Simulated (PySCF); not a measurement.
## Ionisation energy of Rh by level of theory

Rh [Kr] 4d8 5s1 (4F) → Rh⁺ [Kr] 4d8 (3F), as a difference of total energies. Calculation: PySCF 2.14, in aug-cc-pVDZ-PP with ECP28MDF (5s5p4d2f, 54 functions); scalar relativity through the core potential. Correlated levels: valence: 4s2 4p6 frozen. The calculations carry no spin-orbit coupling.

Order these methods by the ionisation energy they give, lowest first.
A. UHF
B. M06-L
C. SCS-MP2 (valence)
D. BP86

A (6.314 eV), C (7.033 eV), B (7.249 eV), D (8.065 eV).

Errors of the correlated levels include the incompleteness of this basis and the frozen core.

For comparison: 7.479 eV (measured; NIST levels, between the centres of gravity of the two terms).
